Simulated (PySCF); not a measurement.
CH4S2Zn. Atoms are numbered in the order given.

```xyz
8

Zn    -0.1717     0.2064     0.2593
S     -1.6977     1.7504     0.4238
H     -2.6949     0.8412     0.5204
S      1.3587    -1.3268     0.0961
C      1.4595    -1.5136    -1.7215
H      0.5114    -1.8566    -2.1585
H      2.2203    -2.2832    -1.9135
H      1.7800    -0.5873    -2.2179
```
Charge 0, spin multiplicity 1.

Geometry: PBE0-D3(BJ)/def2-SVP. The values are those of a single conformer.

Level of theory: PySCF with PBE0/pcSseg-1.

GIAO shieldings, no solvent; atoms alike by connectivity are averaged. δ = σ(ref) − σ: ³³S against H2S (σ = 716.7 ppm); ¹H against TMS (σ = 31.56 ppm); ¹³C against TMS (σ = 186.3 ppm), references at their B3LYP-D3(BJ)/def2-TZVP geometries, non-relativistic.

```json
[
 {"nucleus": "³³S", "atoms": "S4", "count": "1", "δ (ppm)": "30.5"},
 {"nucleus": "³³S", "atoms": "S2", "count": "1", "δ (ppm)": "-68.3"},
 {"nucleus": "¹H", "atoms": "H6, H7, H8", "count": "3", "δ (ppm)": "2.30"},
 {"nucleus": "¹H", "atoms": "H3", "count": "1", "δ (ppm)": "0.10"},
 {"nucleus": "¹³C", "atoms": "C5", "count": "1", "δ (ppm)": "12.4"}
]
```
